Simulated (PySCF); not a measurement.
## Dipole moment and polarisability of `[CH3][Ge]1([CH3])[Se][Ge]([CH3])([CH3])[Se][Ge]([CH3])([CH3])[Se]1`

C₆H₁₈Ge₃Se₃.
Numbering: `[CH3:1][Ge:2]1([CH3:3])[Se:4][Ge:5]([CH3:6])([CH3:7])[Se:8][Ge:9]([CH3:10])([CH3:11])[Se:12]1` (hydrogens: H13, H14, H15 on C1; H16, H17, H18 on C3; H19, H20, H21 on C6; H22, H23, H24 on C7; H25, H26, H27 on C10; H28, H29, H30 on C11)

Geometry (PBE0-D3(BJ)/def2-SVP, Å), atoms numbered from 1 in this order:
```
atom  x, y, z in Å
C1    -2.1305   -2.7610   -2.0414
Ge2   -1.2078   -1.6812   -0.7075
C3    -2.0543   -1.8169    1.0413
Se4    1.0111   -2.4970   -0.6348
Ge5    2.1087   -0.5591    0.1784
C6     2.5920    0.6080   -1.3039
C7     3.6747   -1.2020    1.1439
Se8    0.8278    0.5967    1.8053
Ge9   -0.6992    1.7474    0.4041
C10    0.0592    3.4248   -0.2377
C11   -2.2872    2.0603    1.4898
Se12  -1.2509    0.5314   -1.5494
H13   -3.1724   -2.4216   -2.1365
H14   -1.6309   -2.6757   -3.0159
H15   -2.1233   -3.8157   -1.7277
H16   -1.4815   -1.2433    1.7824
H17   -3.0867   -1.4408    0.9863
H18   -2.0657   -2.8747    1.3433
H19    1.6937    0.8689   -1.8798
H20    3.2923    0.0712   -1.9609
H21    3.0733    1.5196   -0.9203
H22    4.3157   -1.7811    0.4626
H23    4.2451   -0.3468    1.5354
H24    3.3689   -1.8466    1.9792
H25    0.3018    4.0695    0.6198
H26    0.9740    3.2363   -0.8149
H27   -0.6712    3.9390   -0.8805
H28   -2.0208    2.6299    2.3927
H29   -3.0169    2.6364    0.9018
H30   -2.7418    1.1063    1.7880
```

Level: CAM-B3LYP/def2-SVPD (PySCF), static field, nuclei fixed, core orbitals frozen in the response. The polarisability tensor in these axes (au):

```
x   257.65  -5.64  10.36
y    -5.64 260.22  14.44
z    10.36  14.44 222.26
```

Problem. What are the eigenvalues, a third of the trace, and Δα (Δα² = ½Σ(αi − αj)² over the three pairs)?

Solution. Principal values 214.27, 260.00 and 265.85 au; mean 246.71 au = 36.56 Å³ = 40.68 × 10⁻⁴⁰ C²·m²/J; Δα = 48.92 au (20 % of the mean).

Problem. What is the dipole moment, and where does it point?

Solution. (-0.50, 1.12, 0.32) D, 1.26 D in size, pointing from the negative to the positive side. Measured along this direction, the outermost atoms are H22 at the negative end and H29, H28 and H25 at the positive end.

Problem. What would n − 1 = 2πNα be for an ideal gas of these molecules at 273.15 K and 1 atm, electronic part alone?

Solution. N = p/kT = 2.6868 × 10¹⁹ cm⁻³, so n − 1 = 2π × N × 36.56 × 10⁻²⁴ cm³ = 6172 × 10⁻⁶ at long wavelengths.

Problem. Estimate the molar refractivity from the static electronic polarisability.

Solution. Lorentz–Lorenz: R = (4π/3)N_A α = 2.5225 cm³/(mol·Å³) × 36.56 Å³ = 92.2 cm³/mol, in the limit of long wavelengths.

Problem. Directions of the eigenvectors, and the extent of the frame along each?

Solution. Largest value along (-0.35, 0.91, 0.22), where the nuclei span 6.84 Å; middle along (0.90, 0.26, 0.35), 8.50 Å; least along (-0.26, -0.32, 0.91), 5.34 Å. The strongest response doesn't lie along the longest of the three spans.

Problem. Give the eigenvalues of the traceless quadrupole moment Θ = ½Σq(3rr − r²1), origin at the centre of nuclear charge.

Solution. -11.42, 1.02, 10.39 D·Å. The values depend on the origin, since the dipole doesn't vanish. The electronic extent ⟨r²⟩ about the same centre is 6338 bohr², a root-mean-square distance of 2.65 Å for the 252 electrons.

Problem. Rayleigh depolarisation ratio (linearly polarised light, static tensor)?

Solution. ρ = 3Δα²/(45ᾱ² + 4Δα²) = 7178.6/(2738959 + 9571.4) = 0.00261.

One conformer (not necessarily the lowest) at the PBE0-D3(BJ)/def2-SVP geometry, without solvent, vibrations or thermal averaging. The calculation is non-relativistic, for germanium and selenium too.

The run behind these numbers computed excited states as well. The run took 6.6 min wall, 14 min CPU on 2 threads of an Intel Xeon Platinum 8488C, no GPU, on a shared host, and the process peaked at 5.4 GiB of memory.
